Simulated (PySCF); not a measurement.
C₄H₃S (SMILES [c]1ccsc1), doublet, at a GFN2-xTB geometry, with bond 8-5 at 1.3 times its length; SVWN5/6-31G (PySCF).

PySCF was given this input:
```python
from pyscf import gto, scf, dft

mol = gto.M(
    atom='''
S    -0.004261    0.013358    1.148053
C     0.019290    1.290200   -0.067535
C    -0.017288   -1.194830   -0.085886
C     0.015705    0.730941   -1.268439
C    -0.004656   -0.668486   -1.339947
H     0.033109    2.310608    0.249309
H    -0.033643   -2.228570    0.199628
H    -0.011087   -1.414979   -2.519038
''',
    basis='6-31g',
    charge=0,
    spin=1,
    verbose=4,
)

mf = dft.UKS(mol)
mf.xc = 'lda,vwn'
mf = mf.newton()
mf.kernel()
```

What the program printed (banner, timings and long lists left out):

```
PySCF version 2.14.0

[INPUT] verbose = 4
[INPUT] num. atoms = 8
[INPUT] num. electrons = 43
[INPUT] charge = 0
[INPUT] spin (= nelec alpha-beta = 2S) = 1
[INPUT] symmetry False subgroup None
[INPUT] Mole.unit = angstrom
[INPUT] Symbol           X                Y                Z      unit          X                Y                Z       unit  Magmom
[INPUT]  1 S     -0.004261000000   0.013358000000   1.148053000000 AA   -0.008052123017   0.025242961572   2.169505746485 Bohr   0.0
[INPUT]  2 C      0.019290000000   1.290200000000  -0.067535000000 AA    0.036452816943   2.438124645914  -0.127622653823 Bohr   0.0
[INPUT]  3 C     -0.017288000000  -1.194830000000  -0.085886000000 AA   -0.032669585241  -2.257901465414  -0.162301017934 Bohr   0.0
[INPUT]  4 C      0.015705000000   0.730941000000  -1.268439000000 AA    0.029678148786   1.381278303216  -2.397002315717 Bohr   0.0
[INPUT]  5 C     -0.004656000000  -0.668486000000  -1.339947000000 AA   -0.008798564836  -1.263255458106  -2.532132851433 Bohr   0.0
[INPUT]  6 H      0.033109000000   2.310608000000   0.249309000000 AA    0.062566942258   4.366416301229   0.471125730389 Bohr   0.0
[INPUT]  7 H     -0.033643000000  -2.228570000000   0.199628000000 AA   -0.063576056009  -4.211386949422   0.377242246795 Bohr   0.0
[INPUT]  8 H     -0.011087000000  -1.414979000000  -2.519038000000 AA   -0.020951393543  -2.673922782011  -4.760291917372 Bohr   0.0

nuclear repulsion = 192.037210769898
number of shells = 33
number of NR pGTOs = 146
number of NR cGTOs = 55
basis = 6-31g
ecp = {}

******** <class 'pyscf.soscf.newton_ah.SecondOrderUKS'> ********
method = SecondOrderUKS
initial guess = minao
damping factor = 0
level_shift factor = 0
DIIS = <class 'pyscf.scf.diis.CDIIS'>
diis_start_cycle = 1
diis_space = 8
diis_damp = 0
SCF conv_tol = 1e-09
SCF conv_tol_grad = None
SCF max_cycles = 50
direct_scf = True
direct_scf_tol = 1e-13
number electrons alpha = 22  beta = 21
XC library pyscf.dft.libxc version 7.1.2
    S. Lehtola, C. Steigemann, M. J. T. Oliveira, and M. A. L. Marques,  SoftwareX 7, 1–5 (2018)
XC functionals = lda,vwn
    P. A. M. Dirac,  Math. Proc. Cambridge Philos. Soc. 26, 376 (1930)
    F. Bloch,  Z. Phys. 57, 545 (1929)
    S. H. Vosko, L. Wilk, and M. Nusair,  Can. J. Phys. 58, 1200 (1980)
radial grids:
    Treutler-Ahlrichs [JCP 102, 346 (1995); DOI:10.1063/1.469408] (M4) radial grids

becke partition: Becke, JCP 88, 2547 (1988); DOI:10.1063/1.454033
pruning grids: <function nwchem_prune>
grids dens level: 3
symmetrized grids: False
atomic radii adjust function: <function treutler_atomic_radii_adjust>
small_rho_cutoff = 0
******** <class 'pyscf.dft.uks.UKS'> Newton solver flags ********
SCF tol = 1e-09
conv_tol_grad = None
max. SCF cycles = 50
direct_scf = True
direct_scf_tol = 1e-13
max_cycle_inner = 12
max_stepsize = 0.05
ah_start_tol = 1e+09
ah_level_shift = 0
ah_conv_tol = 1e-12
ah_lindep = 1e-14
ah_start_cycle = 1
ah_max_cycle = 40
ah_grad_trust_region = 2.5
kf_interval = 4
kf_trust_region = 5
canonicalization = True
Set conv_tol_grad to 3.16228e-05
tot grids = 104776

Initial guess E= -549.35502786082  |g|= 0.253293
macro= 0  E= -549.396425775749  delta_E= -0.0413979  |g|= 5.15117e-05  5 KF 19 JK
macro= 1  E= -549.396425775756  delta_E= -6.36646e-12  |g|= 1.07326e-05  1 KF 2 JK
Canonicalize SCF orbitals
macro X = 2  E=-549.396425775756  |g|= 1.07326e-05  total 7 KF 24 JK
converged SCF energy = -549.396425775756  <S^2> = 0.75532069  2S+1 = 2.0053136
```
